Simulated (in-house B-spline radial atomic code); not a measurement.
# Ionising Ca⁸⁺ with different functionals

Computed with a B-spline radial code for spherical atoms: non-relativistic Hamiltonian, point nucleus, spin-polarised at highest spin, spherical fractional occupations for the functionals, the average over the highest-spin determinants for Hartree-Fock. The ionisation energy is the difference of two self-consistent energies, [Ne] 3s2 → [Ne] 3s1, without Breit or QED terms; ε is the level of the shell that loses the electron (its least bound occupied spin orbital).

```csv
method,rung,ΔSCF (eV),-ε(3s) (eV)
Hartree-Fock,Hartree-Fock,?,?
HF fractional,Hartree-Fock,185.45,185.63
LDA VWN5,LDA,187.75,178.02
LDA PW92,LDA,187.74,178.01
LDA exchange-only,LDA,185.57,176.23
PBE,GGA,187.74,177.92
PBEsol,GGA,187.31,177.77
BLYP,GGA,187.79,177.99
RPBE,GGA,187.61,177.78
PW91,GGA,187.89,178.09
BP86,GGA,187.69,178.12
AM05,GGA,187.11,177.69
OLYP,GGA,187.25,177.72
TPSS,meta-GGA,187.26,178.03
SCAN,meta-GGA,186.51,178.28
r2SCAN,meta-GGA,186.39,178.20
M06-L,meta-GGA,187.08,178.03
revTPSS,meta-GGA,187.05,178.04
PBE0,global hybrid,187.43,180.14
B3LYP,global hybrid,187.78,179.92
TPSSh,global hybrid,187.19,178.90
M06-2X,global hybrid,187.95,182.70
BHandHLYP,global hybrid,187.31,182.35
r2SCAN0,global hybrid,?,?
B97-1,global hybrid,187.80,179.73
HSE06,range-separated hybrid,187.47,179.80
wB97X,range-separated hybrid,186.47,182.95
CAM-B3LYP,range-separated hybrid,187.76,181.89
LC-wPBE,range-separated hybrid,187.74,183.42
```

What does Hartree-Fock give?

ΔSCF 185.45 eV, and -ε(3s) = 185.63 eV.

What does r2SCAN0 give?

ΔSCF 186.49 eV, and -ε(3s) = 180.33 eV.

Among the functionals, which spreads more, the ΔSCF values or the orbital energies?

The orbital energies: ΔSCF values span about 2.38 eV and the orbital energies 7.19 eV.

How do they compare with the NIST value?

NIST lists 188.54 eV ± 0.06 (semi-empirical, ground level to ground level). Errors run from -3.09 to -0.59 eV; M06-2X is closest (-0.59 eV), though others lie within the uncertainty of it, and part of that can be cancellation, since the calculations leave out relativity, Breit-QED terms, the near-degeneracy of s² and p². Hartree-Fock also lacks correlation.
